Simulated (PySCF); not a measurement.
## Cd: excitation energy

Cd [Kr] 4d10 5s2 (1S) → Cd [Kr] 4d10 5s1 5p1 (3P), as a difference of total energies. Calculation: PySCF 2.14, in def2-TZVPPD with the def2 core potential (28 electrons) (6s4p3d2f1g, 56 functions); scalar relativity through the core potential. Correlated levels: valence: 4s2 4p6 frozen. The calculations carry no spin-orbit coupling.

```json
{"method": "UHF", "excitation energy (eV)": "2.570"}
{"method": "MP2 (valence)", "excitation energy (eV)": "3.833"}
{"method": "SCS-MP2 (valence)", "excitation energy (eV)": "3.874"}
{"method": "CCSD (valence)", "excitation energy (eV)": "3.716"}
{"method": "CCSD(T) (valence)", "excitation energy (eV)": "3.812"}
```

Errors of the correlated levels include the incompleteness of this basis and the frozen core.

Question: Which method comes closest to the reference value, and which is furthest?

Answer: The reference is 3.874 eV (measured; NIST levels, between the centres of gravity of the two terms). Closest: SCS-MP2 (valence) (error 0.000 eV); furthest: UHF (error -1.304 eV).
